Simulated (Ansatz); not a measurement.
Reaction (ligand exchange at a B–S bond): `[AlH2][S]BS` + CH₃NH₂ → `CNBS` + `[AlH2][SH]`

Gas-phase electronic energies from Ansatz, PBE0-D4/def2-TZVP geometries. CBS: MP2 limit from def2 TZ/QZ plus the TZ coupled-cluster correction, frozen cores. This one scheme is used for every species. DFT in def2-TZVPP. Each species was taken in one conformer, which may not be the lowest.

`[AlH2][S]BS`:

```xyz
8

Al    0.380    1.480   -0.784
S    -1.349    0.656    0.277
B    -0.946   -1.020    0.823
S     0.526   -2.001    0.630
H     1.713    0.648   -0.977
H     0.198    2.947   -1.332
H    -1.817   -1.576    1.421
H     1.294   -1.134   -0.057
```

CH₃NH₂:

Cartesian coordinates in Å:
```
C -0.330 -0.139 0.441
N 0.359 -0.031 -0.834
H -0.023 0.590 1.206
H -0.175 -1.138 0.853
H -1.405 -0.023 0.283
H 1.356 -0.146 -0.711
H 0.219 0.886 -1.238
```

`CNBS`:

Z-matrix (Å, degrees):
```
C
N 1 1.444
H 1 1.095 2 111.6
H 1 1.094 2 111.6 3 121.2
H 1 1.090 2 109.1 3 -119.4
B 2 1.389 1 125.8 3 119.3
H 2 1.009 1 114.1 3 -60.7
S 6 1.820 2 119.9 1 -180.0
H 6 1.195 2 119.9 1 0.0
H 8 1.339 6 96.2 2 -180.0
```

`[AlH2][SH]`:

Z-matrix (Å, degrees):
```
Al
S 1 2.181
H 1 1.579 2 116.5
H 1 1.581 2 118.9 3 -180.0
H 2 1.344 1 93.7 3 180.0
```

| species | PBE-QIDH energy (Eh) |
| --- | --- |
| `[AlH2][S]BS` | -1065.48888 |
| CH₃NH₂ | -95.76763 |
| `CNBS` | -519.24125 |
| `[AlH2][SH]` | -642.03946 |

Work out ΔE.

ΔE = (-519.24125) + (-642.03946) − (-1065.48888) − (-95.76763) = -0.02420 Eh = -63.5 kJ/mol. CCSD(T)/CBS gives -63.4 kJ/mol.

Largest T1 diagnostic among the species: 0.014.

From BLYP to BHLYP (50 % exact exchange), in def2-TZVPP and without D4, ΔE moves by −3.9 kJ/mol. At CCSD(T), def2-SVP lies −12.3 kJ/mol from the extrapolated value and def2-TZVPP −2.2 kJ/mol.
